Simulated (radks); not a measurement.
Spherical quantum dot in the effective-mass picture: electrons in a parabolic well V = omega^2 r^2 / 2 with omega = 0.109, with a point charge +1 (a donor) at the centre, all in effective atomic units (hartree* = m*/eps^2 hartree, bohr* = eps/m* bohr), one dielectric constant everywhere. Calculated with a radial shooting solver with Libxc functionals: non-relativistic Kohn-Sham, PBEsol, spin-polarised, spherical densities. Levels are named by radial order and angular momentum (1s, 1p, 1d, 2s, ...), and open shells are averaged over m. Results are scaled to m* = 0.207 and eps = 11.6, for which hartree* = 41.86 meV and bohr* = 2.965 nm.

N = 18, configuration 1s2 1p6 1d(up 5, down 3) 2s2. This is the lowest configuration that the search found. Occupied levels:

| level | occupation | eigenvalue (meV) | <r> (nm) |
|---|---|---|---|
| 1s up | 1 | 87.628 | 10.56 |
| 1s down | 1 | 87.654 | 9.895 |
| 2s up | 1 | 89.760 | 21.59 |
| 1p up | 3 | 89.777 | 24.88 |
| 2s down | 1 | 89.956 | 22.05 |
| 1p down | 3 | 90.011 | 24.70 |
| 1d up | 5 | 91.131 | 26.85 |
| 1d down | 3 | 91.387 | 26.77 |

Energy (meV): total 897.188, kinetic 64.309, external 179.41, Hartree 758.42, exchange-correlation -104.95.
